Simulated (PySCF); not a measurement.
Job for PySCF: R-B3LYP/3-21G on CH4OSn (SMILES [CH3][Sn][OH]), a point of a torsion scan.

```python
from pyscf import gto, scf, dft, mp
from pyscf.data.elements import chemcore

mol = gto.M(
    atom='''
    C    -1.05562059   -0.05268112    0.01642294
    Sn    0.63401288    1.47219496   -0.22002430
    O     2.17977524    0.24157030    0.24333061
    H    -0.78208921   -0.96352501   -0.52171508
    H    -2.02524585    0.27585862   -0.36146706
    H    -1.19554692   -0.33337406    1.06426708
    H     2.40572597   -0.27153738    1.01256830
    ''',
    basis='3-21g',
    charge=0, spin=0, verbose=3, max_memory=1800)
mf = dft.RKS(mol, xc='b3lyp')
mf.conv_tol = 1e-8
mf.max_cycle = 100
mf.kernel()
if not mf.converged:
    mf = mf.newton().run(mf.mo_coeff, mf.mo_occ)
```

Output:

```
converged SCF energy = -6113.94718807639
```

Self-consistency was reached.

Cost: about 6 core-seconds (a rough figure).
